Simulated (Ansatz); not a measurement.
System: sum formula Si2H4Cl2, net charge 0, singlet state. 
Coordinates optimised at B3LYP-D3(BJ)/def2-TZVP (Ansatz, a first-principles code):
```
Si
H 1 1.4783
H 1 1.4783 2 109.70
Cl 1 2.0766 2 108.35 3 -118.08
Si 1 2.3407 2 111.39 3 123.79
H 5 1.4783 1 111.39 2 57.59
H 5 1.4783 6 109.70 1 -123.79
Cl 5 2.0766 6 108.35 7 -118.08
```
Charge 0, spin multiplicity 1.

Basis-set convergence of Hartree-Fock and MP2 correlation energies (hartree) with Ansatz. Cores are frozen in the correlated levels unless marked. Spin-orbit coupling is left out. No relativistic terms.

| basis | functions | E(HF) | E(corr, MP2) |
|---|---|---|---|
| cc-pV(D+d)Z | 112 | -1499.31160 | -0.46761 |
| cc-pV(T+d)Z | 212 | -1499.37086 | -0.61873 |
| cc-pV(Q+d)Z | 376 | -1499.38504 | -0.67736 |

Extrapolating the two largest sets (X = 3 and 4) as X^-3: E(corr) = (64·(-0.67736) - 27·(-0.61873))/37 = -0.7201 Eh, an estimate of the basis-set limit. The largest set recovers 94.1 % of it, the smallest 64.9 %.
